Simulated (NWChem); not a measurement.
System: GeSiH$_{4}$O, singlet; SMILES [OH][Ge][SiH3]

Input file for NWChem:

```
start job
memory heap 200 mb stack 700 mb global 900 mb
geometry units angstroms noautoz
  Ge     0.352572     0.674573    -0.460645
  O     -1.192348     1.292543     0.196891
  H     -1.808582     0.632483     0.537492
  Si    -0.166235    -1.760264    -0.112454
  H      0.972734    -2.535647     0.479445
  H     -0.495869    -2.399041    -1.431615
  H     -1.364204    -1.949027     0.778824
end
basis spherical
  Ge library def2-svp
  O library def2-svp
  H library def2-svp
  Si library def2-svp
end
dft
  xc xwpbe 0.80 cpbe96 1.0 hfexch 1.00
  cam 0.2 cam_alpha 0.2 cam_beta 0.8
  iterations 150
  vectors input atomic output neutral.movecs
end
task dft energy
charge 1
dft
  odft
  mult 2
  vectors input atomic output cation.movecs
end
task dft energy
```

NWChem printed, in part:

```
             Northwest Computational Chemistry Package (NWChem) 7.3.0
             --------------------------------------------------------

 C1  symmetry detected

                             Geometry "geometry" -> ""
                             -------------------------

 Output coordinates in angstroms (scale by  1.889725989 to convert to a.u.)

  No.       Tag          Charge          X              Y              Z
 ---- ---------------- ---------- -------------- -------------- --------------
    1 Ge                  32.0000     0.43377087     0.67517682     0.00100872
    2 O                    8.0000    -1.26831279     1.22646822    -0.00169956
    3 H                    1.0000    -1.94293727     0.53701292     0.02937753
    4 Si                  14.0000    -0.08433032    -1.78457915     0.00177091
    5 H                    1.0000     0.74629017    -2.57031805     0.97207890
    6 H                    1.0000     0.17547480    -2.35482284    -1.36358759
    7 H                    1.0000    -1.53236864    -2.04516798     0.31865601

 Effective nuclear repulsion energy (a.u.)     236.6096509204

  pbe96 is a nonlocal functional; adding pw91lda local functional.

                                 NWChem DFT Module
                                 -----------------

 Summary of "ao basis" -> "ao basis" (spherical)
 ------------------------------------------------------------------------------
       Tag                 Description            Shells   Functions and Types
 ---------------- ------------------------------  ------  ---------------------
 Ge                         def2-svp                12       32   5s4p3d
 O                          def2-svp                 6       14   3s2p1d
 H                          def2-svp                 3        5   2s1p
 Si                         def2-svp                 8       18   4s3p1d

            General Information
            -------------------
          SCF calculation type: DFT
          Wavefunction type:  closed shell.
          No. of atoms     :     7
          No. of electrons :    58
           Alpha electrons :    29
            Beta electrons :    29
          Charge           :     0
          Spin multiplicity:     1
          Use of symmetry is: off; symmetry adaption is: off
          Maximum number of iterations: 150
          AO basis - number of functions:    84
                     number of shells:    38
          Convergence on energy requested:  1.00D-06
          Convergence on density requested:  1.00D-05
          Convergence on gradient requested:  5.00D-04

              XC Information
              --------------
                     Hartree-Fock (Exact) Exchange  1.000
                     LC-wPBE(h)Exchange Functional  0.800
            Perdew 1991 LDA Correlation Functional  1.000 local
           PerdewBurkeErnz. Correlation Functional  1.000 non-local

           Range-Separation Parameters
           ---------------------------
           Alpha           :  0.20
           Beta            :  0.80
           Gamma           :  0.20
           Short-Range HF  :     F

             Grid Information
             ----------------
          Grid used for XC integration:  medium
          Radial quadrature: Mura-Knowles
          Angular quadrature: Lebedev.
          Tag              B.-S. Rad. Rad. Pts. Rad. Cut. Ang. Pts.
          ---              ---------- --------- --------- ---------
          Ge                  1.25      112          10.0       590
          O                   0.60       49          11.0       434
          H                   0.35       45          11.0       434
          Si                  1.10       88          10.0       590
          Grid pruning is: on
          Number of quadrature shells:   429
          Spatial weights used:  Erf1

      Superposition of Atomic Density Guess
      -------------------------------------

 Sum of atomic energies:       -2440.47030461

      Non-variational initial energy
      ------------------------------

 Total energy =   -2440.974216
 1-e energy   =   -3872.081074
 2-e energy   =    1194.497207
 HOMO         =      -0.200785
 LUMO         =      -0.060611

   convergence    iter        energy       DeltaE   RMS-Dens  Diis-err
 ---------------- ----- ----------------- --------- --------- ---------
 d= 0,ls=0.0,diis     1  -2443.1733161033 -2.68D+03  1.22D-02  5.99D-01
 d= 0,ls=0.0,diis     2  -2443.1449165454  2.84D-02  5.91D-03  1.05D+00
 d= 0,ls=0.0,diis     3  -2443.2477316927 -1.03D-01  8.63D-04  1.50D-02
 d= 0,ls=0.0,diis     4  -2443.2491030354 -1.37D-03  2.58D-04  1.28D-03
 d= 0,ls=0.0,diis     5  -2443.2491900059 -8.70D-05  1.14D-04  1.16D-04
  Resetting Diis
 d= 0,ls=0.0,diis     6  -2443.2492015464 -1.15D-05  5.90D-05  3.51D-06
 d= 0,ls=0.0,diis     7  -2443.2492031044 -1.56D-06  1.40D-05  2.16D-07
 d= 0,ls=0.0,diis     8  -2443.2492032146 -1.10D-07  5.31D-06  4.16D-08

         Total DFT energy =    -2443.249203214613
      One electron energy =    -3873.339464420791
           Coulomb energy =     1303.032828721489
    Exchange-Corr. energy =     -109.552218435744
 Nuclear repulsion energy =      236.609650920432

 Numeric. integr. density =       57.999982085675

                       DFT Final Molecular Orbital Analysis
                       ------------------------------------

 Vector   27  Occ=2.000000D+00  E=-4.190991D-01
              MO Center= -5.5D-01, -3.5D-01, -1.3D-01, r^2= 4.8D+00
   Bfn.  Coefficient  Atom+Function         Bfn.  Coefficient  Atom+Function
  ----- ------------  ---------------      ----- ------------  ---------------
    38      0.448499  2 O  pz                41      0.338016  2 O  pz
    75      0.238105  6 H  s                 61     -0.198901  4 Si pz
    70     -0.189466  5 H  s                 64     -0.149434  4 Si pz
    76      0.144882  6 H  s                 58      0.112612  4 Si pz
    71     -0.110796  5 H  s                 17      0.099386  1 Ge pz

 Vector   28  Occ=2.000000D+00  E=-4.035824D-01
              MO Center= -4.3D-01,  2.4D-01,  3.9D-02, r^2= 4.1D+00
   Bfn.  Coefficient  Atom+Function         Bfn.  Coefficient  Atom+Function
  ----- ------------  ---------------      ----- ------------  ---------------
    37      0.358386  2 O  py                 4      0.289290  1 Ge s
    36     -0.287516  2 O  px                40      0.273375  2 O  py
    39     -0.209934  2 O  px                12      0.200518  1 Ge px
     5      0.198258  1 Ge s                  3     -0.176093  1 Ge s
    70     -0.147227  5 H  s                 80      0.139338  7 H  s

 Vector   29  Occ=2.000000D+00  E=-2.992642D-01
              MO Center=  3.3D-01, -1.8D-02,  1.5D-03, r^2= 3.9D+00
   Bfn.  Coefficient  Atom+Function         Bfn.  Coefficient  Atom+Function
  ----- ------------  ---------------      ----- ------------  ---------------
     4      0.346501  1 Ge s                 13      0.301622  1 Ge py
    63     -0.286518  4 Si py                60     -0.267998  4 Si py
    16      0.231066  1 Ge py                 5      0.207320  1 Ge s
    15      0.205918  1 Ge px                 3     -0.190981  1 Ge s
    12      0.173123  1 Ge px                54     -0.171483  4 Si s

 Vector   30  Occ=0.000000D+00  E=-3.042567D-02
              MO Center=  3.2D-01,  4.6D-01,  6.4D-03, r^2= 3.2D+00
   Bfn.  Coefficient  Atom+Function         Bfn.  Coefficient  Atom+Function
  ----- ------------  ---------------      ----- ------------  ---------------
    17      0.631377  1 Ge pz                14      0.422305  1 Ge pz
    11     -0.236957  1 Ge pz                38     -0.236161  2 O  pz
    41     -0.233224  2 O  pz                76      0.180725  6 H  s
    64      0.158010  4 Si pz                71     -0.141894  5 H  s
    75      0.093473  6 H  s                  8      0.076694  1 Ge pz

 Vector   31  Occ=0.000000D+00  E= 5.495474D-02
              MO Center= -7.2D-02,  1.4D-02, -7.7D-03, r^2= 5.0D+00
   Bfn.  Coefficient  Atom+Function         Bfn.  Coefficient  Atom+Function
  ----- ------------  ---------------      ----- ------------  ---------------
    16      0.638714  1 Ge py                35     -0.530125  2 O  s
    81     -0.486559  7 H  s                 63      0.478408  4 Si py
    62     -0.432682  4 Si px                15     -0.401754  1 Ge px
    55      0.315079  4 Si s                 71      0.316245  5 H  s
    48      0.303875  3 H  s                 13      0.206271  1 Ge py

 Vector   32  Occ=0.000000D+00  E= 9.624340D-02
              MO Center=  2.4D-01, -7.8D-01, -1.0D-02, r^2= 5.2D+00
   Bfn.  Coefficient  Atom+Function         Bfn.  Coefficient  Atom+Function
  ----- ------------  ---------------      ----- ------------  ---------------
    63      0.871536  4 Si py                16      0.838623  1 Ge py
    62      0.727566  4 Si px                 5     -0.649308  1 Ge s
    55      0.625568  4 Si s                 15      0.503753  1 Ge px
    81      0.476194  7 H  s                  4     -0.417223  1 Ge s
    13      0.268962  1 Ge py                71     -0.259731  5 H  s

     Multipole analysis of the density
     ---------------------------------

     L   x y z        total         alpha         beta         nuclear
     -   - - -        -----         -----         ----         -------
     0   0 0 0     -0.000000    -29.000000    -29.000000     58.000000

     1   1 0 0     -0.064956     -0.032478     -0.032478      0.000000
     1   0 1 0     -0.215777     -0.107888     -0.107888     -0.000000
     1   0 0 1      0.035220      0.017610      0.017610     -0.000000

[...]
```

Level: LRC-wPBEh/def2-SVP, vertical spin-unrestricted ions. Low-valent species are run as closed-shell singlets; no triplet was tried in these runs. Structure relaxed at the PBE0/def2-SVP level.
